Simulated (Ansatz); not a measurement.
Consider the ligand exchange at a Ge–C bond: `F[CH]([GeH3])CCl` + `N=C=S` → `S=C=[N][GeH3]` + `FCCCl`.

Computed with Ansatz on PBE0-D4/def2-TZVP structures; ΔE is electronic, products minus reactants. CBS: MP2 limit from def2 TZ/QZ plus the TZ coupled-cluster correction, frozen cores. This one scheme is used for every species. Functionals use def2-TZVPP. For Ge outer-core shells are correlated without core-valence functions, which leaves a few kJ/mol of doubt a bond. Scalar relativity is left out up to krypton. One conformer a species, not always the lowest.

| level | ΔE (eV) |
| --- | --- |
| PBE-D4 | -0.67 |
| SCS-MP2/def2-QZVPP | -0.96 |
| HF/CBS(def2) | -1.24 |
| CCSD/CBS(def2) | -0.88 |

Q: What does CCSD(T)/CBS give? (An estimate is asked.)

A: Ansatz gave: -0.83 eV. The listed levels differ from it by 0.16, -0.13, -0.41, -0.05 eV.

Largest T1 diagnostic among the species: 0.019.

In def2-TZVPP, CCSD(T) changes the Hartree–Fock value by +0.36 eV (the triples alone add +0.05 eV) and MP2 by +0.32 eV. From PBE to PBE0 (25 % exact exchange), in def2-TZVPP and without D4, ΔE moves by −0.11 eV.
